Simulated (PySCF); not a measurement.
C2H3O, SMILES C([CH2])=O, multiplicity 2. Atoms are numbered in the order given.

```xyz
6

C      0.1714     1.1651     0.0000
C     -0.4056    -0.1321     0.0000
O      0.2641    -1.1662     0.0000
H      1.2487     1.2665     0.0000
H     -0.4477     2.0525     0.0000
H     -1.5089    -0.1869     0.0000
```
Charge 0, spin multiplicity 2.

The structure is a stationary point at B3LYP-D3(BJ)/def2-TZVP. The isomer is the one that the SMILES or the coordinates give; other isomers of the formula were not compared.

All values below come from TDA-CAM-B3LYP/def2-SVPD in PySCF.

Vertical excitations. Gas-phase values at a fixed geometry.

```tsv
state	energy (eV)	λ (nm)	f	main pairs
root 1	1.50	828	0.000	β HOMO→LUMO 95 %
root 2	4.88	254	0.012	α HOMO→LUMO 28 %, β HOMO−1→LUMO 66 %
root 3	5.41	229	0.000	α HOMO−1→LUMO 92 %
root 4	5.55	223	0.001	β HOMO−2→LUMO 96 %
root 5	6.17	201	0.001	α HOMO−1→LUMO 6 %, β HOMO→LUMO+2 53 %, β HOMO−3→LUMO 32 %
root 6	6.62	187	0.002	β HOMO−3→LUMO 61 %, β HOMO→LUMO+2 29 %
root 7	6.86	181	0.245	α HOMO→LUMO 64 %, β HOMO−1→LUMO 19 %
root 8	7.33	169	0.020	α HOMO→LUMO+1 95 %
root 9	7.50	165	0.016	α HOMO−1→LUMO+1 11 %, β HOMO→LUMO+1 57 %, β HOMO→LUMO+3 22 %
root 10	7.85	158	0.000	β HOMO−4→LUMO 81 %
```
Unrestricted roots are not spin-pure.
